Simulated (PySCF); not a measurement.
Mean polarisability (bohr³) of eight silicon and germanium compounds: PBE beside CAM-B3LYP, computed with PySCF for isolated molecules in the bases named; differences from unrounded values. The eight are the first of their class met in an unordered collection, after screening for sound electronic states; none was chosen by its value. Each molecule has one DFT geometry for both levels.

```csv
molecule,basis,CAM-B3LYP,PBE,difference
"F2H2OSeSi, SMILES O[Si](F)(F)[SeH]",def2-TZVP,49.7,52.5,2.8
"C3H6ClFSi, SMILES C/C(Cl)=C/[SiH2]F",def2-TZVP,72.7,76.2,3.4
"Ge(H)(Br)2(Me) (CH4Br2Ge), SMILES [CH3][GeH]([Br])[Br]",def2-TZVP,81.2,84.6,3.4
"C₄H₁₀Si₂, SMILES C[Si@@H]1[SiH2]CC=C1",def2-TZVP,99.2,103.9,4.7
"C3H7NOSi, SMILES C#CCN[SiH2]O",def2-TZVP,66.9,70.6,3.7
"H7NO2Si2, SMILES [Si@@H](N)(O)O[SiH3]",def2-TZVP,61.8,66.0,4.2
"Ge(H)2(Me)(NH2) (CH7GeN), SMILES [CH3][GeH2][NH2]",def2-TZVPD,54.8,57.7,2.9
"C3H4O2Si, SMILES [SiH2]1C=CC(O1)=O",def2-TZVP,60.7,63.7,3.0
```

PBE lies below CAM-B3LYP in 0 and above it in 8 of the eight; the mean signed difference is 3.5 and the largest 4.7 bohr³.
